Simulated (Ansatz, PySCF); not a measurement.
CH₉FN₂Si₂, SMILES N[SiH2]N[SiH2]CF. Atoms are numbered in the order given.

```xyz
15

N      3.0326     0.1328    -0.3661
Si     1.7259    -0.9916    -0.2461
N      0.5473    -0.4023     0.8925
Si    -1.1842    -0.2821     0.7064
C     -1.6348     1.1972    -0.4052
F     -3.0190     1.2804    -0.5380
H      3.9694    -0.1946    -0.5792
H      2.8901     1.0853    -0.6876
H      0.9174    -1.2252    -1.4844
H      2.3828    -2.2748     0.1414
H      0.9197    -0.0945     1.7889
H     -1.7887    -0.0682     2.0513
H     -1.7597    -1.5070     0.0839
H     -1.1830     1.0884    -1.4092
H     -1.2551     2.1445     0.0214
```

The structure is a stationary point at B3LYP-D3(BJ)/def2-SVP. The structure was generated by enumeration, and PubChem lists no compound with its InChIKey, so it may never have been made. One conformer was computed; it need not be the lowest.

Two levels are set side by side: PBE-D3(BJ)/def2-SVP (Ansatz, a first-principles code) and B3LYP-D3(BJ)/def2-SVP (Ansatz). Each level has its own optimised geometry; the coordinates shown are those of the second. Frequencies come from the Hessian of PySCF at each geometry. Differences are taken from unrounded values.

```
quantity                            B3LYP-D3(BJ)  PBE-D3(BJ)  PBE-D3(BJ) minus B3LYP-D3(BJ)
----------------------------------  ------------  ----------  -----------------------------
mean bond length (Å)                       1.410       1.420                          0.010
bond N1–Si2 (Å)                            1.728       1.739                          0.011
bond Si2–N3 (Å)                            1.741       1.750                          0.009
bond N3–Si4 (Å)                            1.746       1.755                          0.010
bond Si4–C5 (Å)                            1.904       1.913                          0.008
bond C5–F6 (Å)                             1.393       1.397                          0.004
bond N1–H7 (Å)                             1.015       1.023                          0.008
bond N1–H8 (Å)                             1.015       1.023                          0.008
bond Si2–H9 (Å)                            1.497       1.512                          0.015
bond Si2–H10 (Å)                           1.493       1.507                          0.014
bond N3–H11 (Å)                            1.018       1.025                          0.007
bond Si4–H12 (Å)                           1.490       1.503                          0.013
bond Si4–H13 (Å)                           1.490       1.503                          0.014
bond C5–H14 (Å)                            1.106       1.116                          0.009
bond C5–H15 (Å)                            1.106       1.115                          0.009
highest harmonic wavenumber (cm⁻¹)          3666        3590                            -76
mean harmonic wavenumber (cm⁻¹)             1201        1166                            -35
zero-point energy (kcal/mol)               66.97       65.03                          -1.94
```

GGA bonds tend to be longer and softer than those of functionals with exact exchange. Differences between two approximate levels are no errors against the true value.
